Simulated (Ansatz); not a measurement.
Stepwise reaction of `N[SiH2][SiH2][SiH3]` with hydrogen, as a gas-phase model of exchange steps in deposition or etching. ΔE in kJ/mol.

Program: Ansatz. Geometries: PBE0-D4/def2-TZVP. ΔE: electronic, gas phase. CCSD(T)/CBS adds triple-zeta CCSD(T) − MP2 to the extrapolated MP2 energy (def2 sets, frozen cores). This one scheme is used for every species. DFT in def2-TZVPP. B3LYP here is the variant with VWN-RPA as its local correlation; programs differ in this. Each species was taken in one conformer, which may not be the lowest.

```json
{"step": "1", "reaction": "`N[SiH2][SiH2][SiH3]` + H₂ → `N[SiH2][SiH3]` + SiH₄", "PBE-D4": "2.0", "B3LYP-D4": "-13.4", "ωB97M-V": "-17.1", "CCSD(T)/CBS": "-11.6"}
{"step": "2", "reaction": "`N[SiH2][SiH3]` + H₂ → `N[SiH3]` + SiH₄", "PBE-D4": "-8.1", "B3LYP-D4": "-23.3", "ωB97M-V": "-28.1", "CCSD(T)/CBS": "-23.3"}
```

(1) By hand: ΔE of the 2 steps together at CCSD(T)/CBS.

Answers

(1) (-11.6) + (-23.3) = -34.9 kJ/mol, or -17.4 kJ/mol a step.

In ΔE each step is lower than the one before. All are downhill at CCSD(T)/CBS. PBE-D4 differs from CCSD(T)/CBS by 13.6 to 15.2 kJ/mol a step. Isolated molecules leave out the surface, adducts and barriers. Largest T1 diagnostic: 0.012.
